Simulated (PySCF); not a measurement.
PySCF input for Ni(OH)2 (H2NiO2), SMILES [OH][Ni][OH] (connectivity only; charge and spin as stated), neutral, multiplicity 3, PBE-D3(BJ)/def2-TZVP. Geometry: PBE-D3(BJ)/def2-TZVP. A frequency run showed that this geometry is not a minimum. The spin state was assumed, not searched. The values are those of a single conformer.

```python
import numpy as np
from pyscf import gto, scf, dft, df
from pyscf.hessian import thermo

mol = gto.M(
    atom='''
    Ni   -0.00000000   -0.00000000    0.03169936
    O     0.00000000    1.74958528   -0.13958667
    H     0.00000000    2.28516092    0.67290231
    O     0.00000000   -1.74958527   -0.13958667
    H     0.00000000   -2.28516093    0.67290230
    ''',
    basis='def2-TZVP',
    charge=0,
    spin=2,
    max_memory=1600,
    verbose=3,
)
mf = dft.UKS(mol, xc='pbe').density_fit(auxbasis='def2-universal-jkfit')
mf.disp = 'd3bj'
mf.grids.level = 3
mf.conv_tol = 1e-11
mf.max_cycle = 100
mf.kernel()
fine, coarse = mf.grids, dft.Grids(mol).set(level=1).build(with_non0tab=True)
for _ in range(3):  # follow internal instabilities
    mf.grids = coarse
    mo, _, stable, _ = mf.stability(return_status=True, nroots=4)
    mf.grids = fine
    if stable:
        break
    mf.kernel(mf.make_rdm1(mo, mf.mo_occ))

# analytic Hessian; the response equations are solved on a coarser grid
h, args, fine = mf.Hessian(), (mf.mo_energy, mf.mo_coeff, mf.mo_occ), mf.grids
h.max_memory = max(150, 2.5e-5 * df.make_auxmol(mol, mf.with_df.auxbasis).nao * mol.nelec[0] * (mol.nelec[0] + mol.nao))  # MB; small integral blocks
h1ao = h.make_h1(mf.mo_coeff, mf.mo_occ)
mf.grids = dft.Grids(mol).set(level=1).build(with_non0tab=True)
mo1, mo_e1 = h.solve_mo1(*args, h1ao)
mf.grids = fine
hess = h.hess_elec(*args, mo1, mo_e1, h1ao) + h.hess_nuc()
if mf.do_disp():
    hess += h.get_dispersion()
for i in range(mol.natm):  # the analytic DFT Hessian lacks the response of the grid: restore translational invariance
    hess[i, i] -= hess[i].sum(axis=0)
hess = (hess + hess.transpose(1, 0, 3, 2)) / 2
vib = thermo.harmonic_analysis(mol, hess, imaginary_freq=False)
thermo.dump_normal_mode(mol, vib)
th = thermo.thermo(mf, vib['freq_au'][vib['freq_au'] > 0], 298.15, 101325)
thermo.dump_thermo(mol, th)
g0 = mf.nuc_grad_method().set(verbose=0).kernel()

# dipole derivatives [dipole axis, atom, xyz] from the same response
r, irp = mol.intor('int1e_r'), mol.intor('int1e_irp').reshape(3, 3, mol.nao, mol.nao)
sl, dm0, ok = mol.aoslice_by_atom(), np.array(mf.make_rdm1()), []
dmu = np.einsum('a,xt->xat', mol.atom_charges(), np.eye(3))
for a, (_, _, p0, p1) in enumerate(sl):
    dmu[:, a] += 2 * np.einsum('xtij,ij->xt', irp[:, :, :, p0:p1], dm0.reshape(-1, mol.nao, mol.nao).sum(0)[:, p0:p1])
    for u, c, occ, f in zip(mo1, mf.mo_coeff, mf.mo_occ, (2, 2)):
        dmu[:, a] -= f * np.einsum('tui,xuv,vi->xt', u[a], r, c[:, occ > 0], optimize=True)
L = vib['norm_mode']
ir = 974.8801 * (np.einsum('xat,kat->kx', dmu, L) ** 2).sum(1)       # km/mol
apt = np.einsum('xax->a', dmu) / 3
print('mode   freq/cm-1   IR/(km/mol)')
for k, w in enumerate(vib['freq_wavenumber']):
    print(f'{k + 1:4d} {w:11.2f} {ir[k]:13.3f}')
print('max |gradient| / (hartree/bohr):', abs(g0).max())
print('APT charges:', apt.round(4))
```

Log of the run:

```

WARN: HOMO 0.19408862143572 >= LUMO 0.174943041291326


WARN: HOMO -1.91823258886075 >= LUMO -1.92999517312797


WARN: HOMO -0.782286239791322 >= LUMO -0.806954096937447


WARN: HOMO -0.666081472012175 >= LUMO -0.672898288355087


WARN: HOMO -0.644266871550074 >= LUMO -0.647235940009529


WARN: HOMO 0.227307952967474 >= LUMO 0.216393938389662


WARN: HOMO -0.151476080320787 >= LUMO -0.151337494978162

converged SCF energy = -1659.6847863711  <S^2> = 2.0062953  2S+1 = 3.0041939
<class 'pyscf.df.df_jk.DFUKS'> wavefunction has an internal instability

WARN: HOMO -0.229511510385219 >= LUMO -0.252755774147369

converged SCF energy = -1659.68806630443  <S^2> = 2.0033626  2S+1 = 3.0022409
<class 'pyscf.df.df_jk.DFUKS'> wavefunction is stable in the internal stability analysis

WARN: DFTD3 does not support analytical Hessian, using finite difference


WARN: Mole.unit (angstrom) is changed to Bohr

Mode                                 0                   1                   2
Irrep
Freq [cm^-1]                     -886.9026            144.2366            201.0969
Reduced mass [au]                   1.2646              2.5044              5.1083
Force const [Dyne/A]               -0.5861              0.0307              0.1217
Char temp [K]                   -1276.0553            207.5244            289.3336
Normal mode                   x     y     z       x     y     z       x     y     z
       0  Ni                -0.00  0.02 -0.00    0.07 -0.00 -0.00    0.00 -0.00  0.08
       1   O                 0.00 -0.06  0.05   -0.10 -0.00  0.00   -0.00 -0.03 -0.12
       2   H                -0.00  0.50 -0.37   -0.43  0.00 -0.00   -0.00  0.15 -0.24
       3   O                -0.00 -0.06 -0.05   -0.10  0.00  0.00   -0.00  0.03 -0.12
       4   H                 0.00  0.50  0.37   -0.43 -0.00 -0.00   -0.00 -0.15 -0.24
Mode                                 3                   4                   5
Irrep
Freq [cm^-1]                      462.1590            606.2629            739.4156
Reduced mass [au]                   1.1088              9.6989              5.4285
Force const [Dyne/A]                0.1395              2.1004              1.7487
Char temp [K]                     664.9438            872.2774           1063.8545
Normal mode                   x     y     z       x     y     z       x     y     z
       0  Ni                -0.00 -0.00  0.00    0.00 -0.00  0.01    0.00  0.08  0.00
       1   O                 0.06  0.00 -0.00   -0.00  0.17 -0.02    0.00 -0.13 -0.00
       2   H                -0.67 -0.00  0.00   -0.00  0.15  0.00   -0.00 -0.26  0.09
       3   O                -0.06  0.00  0.00   -0.00 -0.17 -0.02   -0.00 -0.13  0.00
       4   H                 0.67 -0.00 -0.00   -0.00 -0.15  0.00    0.00 -0.26 -0.09
Mode                                 6                   7                   8
Irrep
Freq [cm^-1]                      798.0095           3668.2946           3693.5889
Reduced mass [au]                   1.1963              1.0662              1.0667
Force const [Dyne/A]                0.4489              8.4533              8.5739
Char temp [K]                    1148.1580           5277.8592           5314.2521
Normal mode                   x     y     z       x     y     z       x     y     z
       0  Ni                -0.00 -0.00 -0.02   -0.00  0.00 -0.00   -0.00 -0.00 -0.00
       1   O                 0.00 -0.02  0.06    0.00 -0.03 -0.03    0.00 -0.02 -0.04
       2   H                 0.00  0.55 -0.33   -0.00  0.40  0.55    0.00  0.39  0.56
       3   O                 0.00  0.02  0.06   -0.00 -0.03  0.03    0.00  0.02 -0.04
       4   H                 0.00 -0.55 -0.33    0.00  0.40 -0.55    0.00 -0.39  0.56
temperature 298.1500 [K]
pressure 101325.00 [Pa]
Rotational constants [GHz] 320.17555 4.65895 4.59213
Symmetry number 2
Zero-point energy (ZPE) 0.02349 [Eh]   61685.822 [J/mol]
                           tot       elec      trans        rot        vib
Entropy [J/mol/K]       285.417      9.134    165.236     83.682     27.365
Cv [J/mol/K]             56.363      0.000     12.472     12.472     31.420
Cp [J/mol/K]             64.678      0.000     20.786     12.472     31.420
Internal energy [J/mol]                      3718.434   3718.434  66410.066
Internal energy [Eh]   -1659.65994  -1659.68807
Enthalpy [J/mol]                             6197.391   3718.434  66410.066
Enthalpy [Eh]          -1659.65900
Gibbs free energy [J/mol]                  -43067.632 -21231.464  58251.192
Gibbs free energy [Eh] -1659.69141
mode   freq/cm-1   IR/(km/mol)
   1     -886.90      1637.363
   2      144.24        12.641
   3      201.10         1.796
   4      462.16         0.000
   5      606.26         0.628
   6      739.42        62.761
   7      798.01        34.806
   8     3668.29         3.524
   9     3693.59        10.794
max |gradient| / (hartree/bohr): 2.8921180233974876e-05
APT charges: [ 1.1398 -0.9161  0.3472 -0.9161  0.3472]
```

The calculation finished and met its thresholds. The end point has an imaginary mode, so it is no minimum.

Cost: roughly 3 core-minutes.
